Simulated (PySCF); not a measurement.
## What binds AuCl: the parts of the energy along the bond

State: ¹Σ⁺, singlet, closed shell. RHF-based CCSD(T) in PySCF 2.14 with Au cc-pVTZ-PP with ECP60, Cl cc-pV(T+d)Z and Au cc-pVQZ-PP with ECP60, Cl cc-pV(Q+d)Z (frozen core orbitals: 9; scalar-relativistic core potentials). Correlation energies are extrapolated as n⁻³ (n = 3, 4), Hartree–Fock as (n+1)·exp(−9√n). All energies in eV from Au (5d10 6s1) + Cl.

```csv
R (Å),HF/CBS,CCSD corr.,(T),total
1.9729,-0.638,-1.428,-0.1965,-2.262
2.0626,-1.229,-1.291,-0.1845,-2.704
2.1522,-1.552,-1.171,-0.1745,-2.898
2.2419,-1.693,-1.066,-0.1665,-2.926
2.3316,-1.707,-0.977,-0.1607,-2.845
2.4437,-1.608,-0.885,-0.1566,-2.649
2.5558,-1.429,-0.810,-0.1562,-2.396
```

A fit to the total gives Re = 2.2151 Å, De = 2.931 eV, ωe = 373.0 cm⁻¹, Be = 0.1157 cm⁻¹ (masses 196.9666 and 34.9689 u).

Question: At R = 2.2419 Å the CCSD correlation energy is -0.567907 hartree in the smaller basis and -0.617358 in the larger. Extrapolate it.

Answer: (4³·E4 − 3³·E3)/(4³ − 3³) = -0.65344 hartree; the larger basis holds 94.5 % of it.

The T1 diagnostic is 0.027, large enough to doubt a single reference. The open-shell atoms are computed with UHF. Spin–orbit coupling, excitations beyond (T) and corrections to the Born–Oppenheimer picture are left out, and spin–orbit coupling matters for open p, d or f shells this heavy.
